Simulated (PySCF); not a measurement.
MoCl3H3, SMILES [Cl][MoH3]([Cl])[Cl], multiplicity 1.

Geometry optimised at PBE-D3(BJ)/def2-SVP. The multiplicity is an assumed one; no other spin state was optimised. The structure was generated by enumeration; whether it is a known compound was not checked. The def2 effective core potentials stand for the cores of Mo; spin–orbit coupling is left out.

Method: PySCF with PBE/def2-TZVP.

The molecule is in vacuum.

| Item | Value |
|---|---|
| total energy | -1450.21705 hartree |
| point group | C3v |
| highest occupied level | -7.07 eV |
| lowest empty level | -4.59 eV |
| orbital gap | 2.48 eV |
| dipole moment | 0.28 D |
| quadrupole, principal values (traceless, Buckingham form, about the centre of nuclear charge) | -1.46, -1.46, 2.92 D·Å |
| mean static polarisability | 88.3 bohr³ (13.09 Å³) |
| polarisability, principal values | 63.2, 100.9, 100.9 bohr³ |
